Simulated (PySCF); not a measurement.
Work out the structure from these simulated measurements.

Formula: C8H8Cl2.

| Property | Result |
| --- | --- |
| Dipole | 3.28 D [PBE0/pcSseg-1] |
| NMR, other nuclei | isotropic shieldings of nuclei other than C and H, by class: 664 (1 Cl), 711 (1 Cl) ppm [GIAO PBE0/pcSseg-1] |
| 13C NMR | chemical shifts (computed TMS as zero) by class: 150.0 (1 C), 134.2 (1 C), 128.7 (1 C), 126.4 (1 C), 107.4 (1 C), 86.6 (1 C), 16.4 (1 C), 15.7 (1 C) ppm [GIAO PBE0/pcSseg-1] |
| Rotational structure | rotational constants A, B, C: 2.241, 0.404, 0.345 GHz [GFN2-xTB] |
| 1H NMR | chemical shifts (computed TMS as zero) by class: 6.61 (1 H), 5.55 (1 H), 5.52 (1 H), 2.53 (2 H), 1.30 (3 H) ppm [GIAO PBE0/pcSseg-1] |

Electronic properties: PySCF, gas phase, density fitting. Levels stand in brackets. Isolated species at its GFN2-xTB geometry (one conformer only). NMR values are class means; diastereotopic atoms form classes of their own.

**Question.** Propose a structure and show how it fits.

**Answer.** Numbering: `[CH2:1]=[C:2]([Cl:3])/[CH:4]=[C:5](\[Cl:6])[C:7]#[C:8][CH2:9][CH3:10]`. Its formula, C8H8Cl2, gives 4 degrees of unsaturation: 0 rings and 4 π bonds in the structure found. 8 carbons fall into 8 classes; from least to most shielded: vinylic C–Cl carbon [C2] (150.0 ppm), alkene CH carbon [C4] (134.2 ppm), vinylic C–Cl carbon [C5] (128.7 ppm), terminal =CH2 carbon [C1] (126.4 ppm), alkyne carbon [C8] (107.4 ppm), alkyne carbon [C7] (86.6 ppm), propargylic carbon [C9] (16.4 ppm), methyl carbon [C10] (15.7 ppm). Hydrogen classes from least to most shielded: 1 H on an alkene CH carbon, C4 (6.61 ppm), 1 H on a terminal =CH2 carbon, C1 (5.55 ppm), 1 H on a terminal =CH2 carbon, C1 (5.52 ppm), 2 H on a propargylic carbon, C9 (2.53 ppm), 3 H on a methyl carbon, C10 (1.30 ppm). The other shieldings belong to: 664 ppm, vinyl chlorine [Cl6]; 711 ppm, vinyl chlorine [Cl3]. The optimised geometry has point group C1 and is an asymmetric top. Structure: `C=C(Cl)/C=C(\Cl)C#CCC`. Computed isomers that give other values at the same levels: `ClC(Cl)C1=CC=CC=CC1` (13C chemical shifts (computed TMS as zero) by class: 140.9 (1 C), 140.7 (1 C), 134.6 (1 C), 133.5 (1 C), 131.6 (1 C), 127.1 (1 C), 87.2 (1 C), 32.0 (1 C) ppm). The assignments are read from this structure; whether some other isomer fits the data as well wasn't checked.

The values belong to the conformer `[CH2:1]=[C:2]([Cl:3])/[CH:4]=[C:5](\[Cl:6])[C:7]#[C:8][CH2:9][CH3:10]`: C1–C2–C4–C5 -179°.
